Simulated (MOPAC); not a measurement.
MOPAC input (PM7):

```
PM7 FORCE THERMO(298,298) PRECISE LET GEO-OK AUX(PRECISION=9) THREADS=1
H5PSi

Si   -0.81728330 1    0.06041448 1    0.18891461 1
P     0.75830013 1   -0.07329758 1   -0.09177063 1
H    -1.60075010 1   -0.89033383 1   -0.67844167 1
H    -1.31887018 1    1.42688355 1   -0.20007673 1
H    -1.66681466 1   -0.09020177 1    1.41913617 1
H     1.57980008 1   -1.33955211 1   -0.09496311 1
H     1.84830763 1    0.86766766 1    0.36070104 1
```

Output:

```
 *******************************************************************************
 **                                                                           **
 **                              MOPAC v23.2.5                                **
 **                                                                           **
 *******************************************************************************
 ** MOPAC's Digital Object Identifier: https://doi.org/10.5281/zenodo.6511958 **
 **                                                                           **
 ** Please cite the open-source release paper for use of this MOPAC version:  **
 ** J. E. Moussa and J. J. P. Stewart (2026)                                  **
 ** MOPAC: An open-source semiempirical molecular orbital program             **
 ** J. Open Source Softw., 11(119), 8025, https://doi.org/10.21105/joss.08025 **
 *******************************************************************************

                              PM7 CALCULATION RESULTS

 *******************************************************************************
 *  PM7        - The PM7 Hamiltonian to be used
 *  GEO-OK     - OVERRIDE INTERATOMIC DISTANCE AND OTHER SAFETY CHECKS
 *  LET        - OVERRIDE SOME SAFETY CHECKS
 *  PRECISE    - TIGHTER CRITERIA TO BE USED
 *  FORCE      - FORCE CALCULATION SPECIFIED
 *  AUX        - OUTPUT AUXILIARY INFORMATION
 *  THERMO     - THERMODYNAMIC QUANTITIES TO BE CALCULATED
 *******************************************************************************
PM7 FORCE THERMO(298,298) PRECISE LET GEO-OK AUX(PRECISION=9) THREADS=1
 H5PSi

   ATOM   CHEMICAL          X               Y               Z
  NUMBER   SYMBOL      (ANGSTROMS)     (ANGSTROMS)     (ANGSTROMS)

     1      Si         -0.81728330  *   0.06041448  *   0.18891461  *
     2       P          0.75830013  *  -0.07329758  *  -0.09177063  *
     3       H         -1.60075010  *  -0.89033383  *  -0.67844167  *
     4       H         -1.31887018  *   1.42688355  *  -0.20007673  *
     5       H         -1.66681466  *  -0.09020177  *   1.41913617  *
     6       H          1.57980008  *  -1.33955211  *  -0.09496311  *
     7       H          1.84830763  *   0.86766766  *   0.36070104  *

          CARTESIAN COORDINATES

    NO.       ATOM           X           Y           Z

     1        Si         -0.8173      0.0604      0.1889
     2         P          0.7583     -0.0733     -0.0918
     3         H         -1.6008     -0.8903     -0.6784
     4         H         -1.3189      1.4269     -0.2001
     5         H         -1.6668     -0.0902      1.4191
     6         H          1.5798     -1.3396     -0.0950
     7         H          1.8483      0.8677      0.3607

 General Reference for PM7:
 "Optimization of Parameters for Semiempirical Methods VI: More Modifications to the
 NDDO Approximations and Re-optimization of Parameters", J. J. P. Stewart, J. Mol. Mod., 1:32, 19 (2013)
 https://link.springer.com/article/10.1007/s00894-012-1667-x

           Empirical Formula: H5 Si P  =     7 atoms

      MOLECULAR POINT GROUP   :   Cs

      RHF CALCULATION, NO. OF DOUBLY OCCUPIED LEVELS = 7
[...]
 REDUCED MASS        0.4851         Si1 -- H 3          +0.4% (  5.0%)     22.9%
 EFFECTIVE MASS      1.2214
 FORCE CONSTANT      0.4520

 VIBRATION         11    7A'         ATOM PAIR     ENERGY CONTRIBUTION    RADIAL
 FREQUENCY          2153.52         Si1 -- H 5         +45.4% ( 68.3%)     99.0%
 TRANSITION DIPOLE   0.6434         Si1 -- H 4         +27.1% ( 52.8%)     96.2%
 TRAVEL (Ang.)       0.2963         Si1 -- H 3         +27.1% ( 52.8%)     96.2%
 REDUCED MASS        0.3566         Si1 -- P 2          +0.1% (  3.6%)      1.8%
 EFFECTIVE MASS      1.2672
 FORCE CONSTANT      0.9744

 VIBRATION         12    5A"         ATOM PAIR     ENERGY CONTRIBUTION    RADIAL
 FREQUENCY          2169.61         Si1 -- H 3         +49.8% ( 71.1%)     98.7%
 TRANSITION DIPOLE   0.8746         Si1 -- H 4         +49.8% ( 71.1%)     98.7%
 TRAVEL (Ang.)       0.2495         Si1 -- P 2          +0.2% (  4.2%)      0.0%
 REDUCED MASS        0.4994         Si1 -- H 5          +0.2% (  4.0%)      0.0%
 EFFECTIVE MASS      1.3234
 FORCE CONSTANT      1.3852

 VIBRATION         13    8A'         ATOM PAIR     ENERGY CONTRIBUTION    RADIAL
 FREQUENCY          2214.89         Si1 -- H 5         +53.9% ( 72.4%)     99.1%
 TRANSITION DIPOLE   0.2466         Si1 -- H 4         +21.3% ( 45.5%)     93.3%
 TRAVEL (Ang.)       0.2831         Si1 -- H 3         +21.3% ( 45.5%)     93.3%
 REDUCED MASS        0.3799         P 2 -- H 6          +1.6% ( 12.6%)     99.3%
 EFFECTIVE MASS      1.2025
 FORCE CONSTANT      1.0980

 VIBRATION         14    6A"         ATOM PAIR     ENERGY CONTRIBUTION    RADIAL
 FREQUENCY          2268.12         P 2 -- H 7         +49.9% ( 71.2%)     99.2%
 TRANSITION DIPOLE   0.6566         P 2 -- H 6         +49.9% ( 71.2%)     99.2%
 TRAVEL (Ang.)       0.2444         Si1 -- P 2          +0.1% (  3.3%)      0.0%
 REDUCED MASS        0.4977
 EFFECTIVE MASS      1.2756
 FORCE CONSTANT      1.5086

 VIBRATION         15    9A'         ATOM PAIR     ENERGY CONTRIBUTION    RADIAL
 FREQUENCY          2310.78         P 2 -- H 6         +48.5% ( 68.6%)     98.9%
 TRANSITION DIPOLE   0.5972         P 2 -- H 7         +48.5% ( 68.6%)     98.9%
 TRAVEL (Ang.)       0.2505         Si1 -- H 3          +1.0% (  9.8%)     88.9%
 REDUCED MASS        0.4652         Si1 -- H 4          +1.0% (  9.8%)     88.9%
 EFFECTIVE MASS      1.2262
 FORCE CONSTANT      1.4634

      SYMMETRY NUMBER FOR POINT-GROUP Cs  =  1

          SYSTEM IS A GROUND STATE

 H5PSi

          MOLECULE IS NOT LINEAR

          THERE ARE 15 GENUINE VIBRATIONS IN THIS SYSTEM
          THIS THERMODYNAMICS CALCULATION IS LIMITED TO
          MOLECULES WHICH HAVE NO INTERNAL ROTATIONS

                    CALCULATED THERMODYNAMIC PROPERTIES
                                          *
   TEMP. (K)   PARTITION FUNCTION   H.O.F.    ENTHALPY  HEAT CAPACITY ENTROPY
                                   KCAL/MOL   CAL/MOLE    CAL/K/MOL  CAL/K/MOL

 298.00  VIB.     0.1609D+01                   776.0407     8.0737     3.5493
         ROT.     0.1194D+05                   888.2803     2.9808    21.6352
         INT.     0.1920D+05                  1664.3210    11.0546    25.1845
         TRA.     0.4961D+27                  1480.4672     4.9680    38.3901
         TOT.                      -65.783    3144.7882    16.0226    63.5746

   *: NOTE: HEATS OF FORMATION ARE RELATIVE TO THE
            ELEMENTS IN THEIR STANDARD STATE AT 298K
              (=  Standard Enthalpy of Formation).

            Hvib:  Zero-point energy is not included.
                   frequencies of less than zero cm-1 are not included.
            Hrot = (3/2)RT
            Htra = (3/2)RT + pV = (5/2)RT

            Heat capacity is Cp, not Cv

          For more information, see: HTTP://OpenMOPAC.net/Manual/thermochemistry.html

           FORCE CONSTANT IN CARTESIAN COORDINATES (Millidynes/A)

    ATOM   CHEMICAL       X               Y               Z
   NUMBER   SYMBOL  FORCE CONSTANT  FORCE CONSTANT  FORCE CONSTANT

      1      Si        7.050447        4.109478        3.743662
      2       P        7.263282        3.281884        2.007312
      3       H        0.680042        2.346212        0.180804
      4       H        0.680034        0.581485        1.945539
      5       H        1.520907        0.651896        1.220793
      6       H        1.501634        1.078318        1.181846
      7       H        1.501646        1.877719        0.382434

 **********************
 *                    *
 * JOB ENDED NORMALLY *
 *                    *
 **********************

 == MOPAC DONE ==
```
